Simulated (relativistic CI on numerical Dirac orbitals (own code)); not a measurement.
Method of calculation: Dirac-Coulomb-Breit CI, separate exchange-only KLI orbitals for each configuration, model QED, unscaled Slater integrals (own radial code, finite nucleus).

Configuration list (outside the closed core [Ne]): 3s2.3p6.3d10, 3s2.3p6.3d9.4s, 3s2.3p6.3d9.4p, 3s2.3p6.3d9.4d, 3s2.3p6.3d8.4s2, 3s2.3p6.3d9.4f, 3s2.3p6.3d8.4s.4p, 3s2.3p5.3d10.4s, 3s2.3p6.3d9.5s, 3s2.3p6.3d8.4p2, 3s2.3p6.3d9.5p, 3s2.3p6.3d8.4s.4d, 3s2.3p5.3d10.4p, 3s2.3p6.3d9.5d, 3s2.3p6.3d8.4p.4d, 3s2.3p6.3d9.5f, 3s2.3p6.3d9.5g, 3s2.3p5.3d9.4s2, 3s2.3p5.3d10.4d, 3s2.3p6.3d9.6s, 3s.3p6.3d10.4s, 3s2.3p6.3d8.4d2, 3s2.3p6.3d9.6p, 3s2.3p5.3d9.4s.4p, 3s2.3p6.3d9.6d, 3s.3p6.3d10.4p, 3s2.3p5.3d9.4p2, 3s2.3p5.3d10.4f, 3s2.3p5.3d9.4s.4d, 3s.3p6.3d9.4s2, 3s2.3p5.3d10.5s, 3s2.3p5.3d9.4p.4d, 3s.3p6.3d9.4s.4p, 3s2.3p5.3d10.5p, 3s.3p6.3d10.4d, 3s2.3p4.3d10.4s2. Levels of other configurations are missing.

At this charge energies of transitions that change n are usually good to better than 1 %, and those within a shell (Δn = 0) to a few per cent.

Outline of the computed level scheme of Rh XVIII. Lowest level of each configuration: 3s2.3p6.3d10 1S_0 at 0.000 eV; 3s2.3p6.3d9.4s 3D_3 at 289.511 eV; 3s2.3p6.3d9.4p 3P°_2 at 324.563 eV; 3s2.3p6.3d9.4d 3S_1 at 386.352 eV; 3s2.3p6.3d9.4f 3P°_0 at 447.422 eV.

Some strong electric-dipole decays among the lowest 45 levels: 3s2.3p6.3d9.4p 1P°_1 → 3s2.3p6.3d10 1S_0 (7.4e+11 s⁻¹); 3s2.3p6.3d9.4p 3D°_1 → 3s2.3p6.3d10 1S_0 (1.4e+11 s⁻¹); 3s2.3p6.3d9.4d 3G_4 → 3s2.3p6.3d9.4p 3F°_3 (7.0e+10 s⁻¹); 3s2.3p6.3d9.4f 3H°_5 → 3s2.3p6.3d9.4d 3G_4 (7.0e+10 s⁻¹); 3s2.3p6.3d9.4f 3H°_6 → 3s2.3p6.3d9.4d 3G_5 (6.9e+10 s⁻¹); 3s2.3p6.3d9.4d 3G_5 → 3s2.3p6.3d9.4p 3F°_4 (6.5e+10 s⁻¹); 3s2.3p6.3d9.4d 1G_4 → 3s2.3p6.3d9.4p 3F°_3 (6.5e+10 s⁻¹); 3s2.3p6.3d9.4f 3G°_5 → 3s2.3p6.3d9.4d 3F_4 (5.9e+10 s⁻¹).

LS names give the leading component of a level, which can be under half, so a name can repeat, a term be missing and a line seem to break the LS rules.
